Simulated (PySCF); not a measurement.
Breaking a bond: SMILES [GeH3][CH3] (CH6Ge). The C1–Ge5 bond (C1 also carries H, H, H; Ge5 carries H, H, H) is stretched with both fragments frozen at the PBE0/def2-TZVP optimised geometry. Each curve is given relative to its own lowest point near equilibrium.

```json
[
 {"R / Å": "1.46", "A": "179.0", "B": "178.8", "C": "183.8", "D": "186.7"},
 {"R / Å": "1.55", "A": "102.8", "B": "101.7", "C": "105.3", "D": "108.3"},
 {"R / Å": "1.64", "A": "54.2", "B": "52.7", "C": "55.2", "D": "57.5"},
 {"R / Å": "1.75", "A": "20.0", "B": "18.7", "C": "20.2", "D": "21.4"},
 {"R / Å": "1.85", "A": "5.0", "B": "4.2", "C": "4.9", "D": "5.3"},
 {"R / Å": "1.90", "A": "1.5", "B": "1.1", "C": "1.4", "D": "1.6"},
 {"R / Å": "1.95", "A": "0.0", "B": "0.0", "C": "0.0", "D": "0.0"},
 {"R / Å": "2.01", "A": "0.3", "B": "0.9", "C": "0.5", "D": "0.4"},
 {"R / Å": "2.07", "A": "2.4", "B": "3.6", "C": "2.8", "D": "2.8"},
 {"R / Å": "2.12", "A": "5.1", "B": "7.0", "C": "5.8", "D": "6.0"},
 {"R / Å": "2.27", "A": "17.3", "B": "21.1", "C": "18.8", "D": "20.0"},
 {"R / Å": "2.40", "A": "30.5", "B": "36.1", "C": "32.7", "D": "35.3"},
 {"R / Å": "2.64", "A": "56.6", "B": "65.9", "C": "59.4", "D": "65.2"},
 {"R / Å": "2.90", "A": "83.5", "B": "97.0", "C": "85.5", "D": "84.4"},
 {"R / Å": "3.20", "A": "110.1", "B": "122.8", "C": "108.5", "D": "94.6"},
 {"R / Å": "3.54", "A": "134.1", "B": "136.2", "C": "125.1", "D": "99.5"},
 {"R / Å": "3.93", "A": "154.8", "B": "143.0", "C": "134.8", "D": "101.6"},
 {"R / Å": "4.25", "A": "167.3", "B": "145.5", "C": "138.4", "D": "102.3"},
 {"R / Å": "4.75", "A": "181.0", "B": "147.2", "C": "140.5", "D": "102.7"},
 {"R / Å": "5.26", "A": "189.7", "B": "147.8", "C": "141.2", "D": "102.9"},
 {"R / Å": "5.89", "A": "195.9", "B": "148.0", "C": "141.5", "D": "102.9"},
 {"R / Å": "6.81", "A": "200.1", "B": "148.1", "C": "141.5", "D": "103.0"}
]
```

Energies in mEh.

Task: Assign the columns to these levels of theory: PySCF with SC-NEVPT2 on CASSCF(2,2)/cc-pVDZ, all electrons correlated; restricted B3LYP/6-31G*, spherical d (PySCF 2.14.0); unrestricted Hartree-Fock/LANL2DZ, with its core potentials past Ne in PySCF; unrestricted wB97X-V/cc-pVDZ (PySCF).

Result: A is RKS-B3LYP/6-31G*; B is UKS-wB97X-V; C is NEVPT2; D is UHF/LANL2DZ.

The unrestricted determinant behind UHF/LANL2DZ is spin-contaminated at 2.64 to 6.81 Å (<S²> up to 1.0, against 0.00 for a pure singlet). The restricted form behind RKS-B3LYP/6-31G* keeps the bonding electrons paired and can't separate into open-shell fragments. The unrestricted determinant behind UKS-wB97X-V is spin-contaminated at 3.20 to 6.81 Å (<S²> up to 1.0, against 0.00 for a pure singlet).
